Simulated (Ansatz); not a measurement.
H₉Si₄ (SMILES [SiH2][SiH2][SiH2][SiH3]), doublet, at a GFN2-xTB geometry; Ansatz (a first-principles code) with B3LYP/6-31G.

Here is a job for Ansatz.
Ansatz 0.2 input:
```yaml
crystal:
  periodic: [false, false, false]
  atoms:
    - {symbol: Si, position_ang: [2.95032355, 0.94205225, 0.30253823]}
    - {symbol: Si, position_ang: [0.73687788, 1.00163186, -0.24257169]}
    - {symbol: Si, position_ang: [-0.62772236, -0.82376747, 0.23287208]}
    - {symbol: Si, position_ang: [-2.87356308, -0.99439170, -0.30063536]}
    - {symbol: H, position_ang: [3.34320722, 0.87858470, 1.71566029]}
    - {symbol: H, position_ang: [3.82532455, -0.03696216, -0.35423969]}
    - {symbol: H, position_ang: [0.17885572, 2.20941009, 0.39729697]}
    - {symbol: H, position_ang: [0.66741994, 1.30123041, -1.68662863]}
    - {symbol: H, position_ang: [0.08146025, -1.98171158, -0.34930184]}
    - {symbol: H, position_ang: [-0.46877155, -1.04603631, 1.68446156]}
    - {symbol: H, position_ang: [-3.47616336, -2.26394983, 0.11935286]}
    - {symbol: H, position_ang: [-3.66160204, 0.06962649, 0.32898730]}
    - {symbol: H, position_ang: [-3.09255460, -0.88754126, -1.74643460]}
basis:
  gaussian:
    orbitals: 6-31G
    final_grid: {core_spheres: 10, valence_spheres: 20, degree: 41}
hamiltonian:
  xc: b3lyp
magnetization: {spin_polarized: true, initial_magnetization: 1}
```

Output, abridged:

```
Functional definition: B3LYP
848 factors; integrals over basis functions are off by at most 1.9e-4 eV
mean field evaluation 1: about -31652.2758 eV, gradient 7.8e0 eV
mean field evaluation 2: about -31652.7908 eV, gradient 2.6e0 eV
mean field evaluation 4: about -31652.8545 eV, gradient 1.7e-1 eV
mean field evaluation 8: about -31652.9961 eV, gradient 6.9e-3 eV
mean field evaluation 16: about -31652.9961 eV, gradient 5.1e-5 eV
mean field -31652.99605535 eV, -1163.2261498627 hartree, gradient 5.1e-5 eV, S^2 0.751980; 0 other end points of the search recorded, 0 dependent functions left out
reference -31652.99638832 eV, -1163.2261620990 hartree; 33, 32 occupied and 37, 38 virtual orbitals, 848 factors
Total energy: -31652.99638832 eV, -1163.2261620990 hartree
```
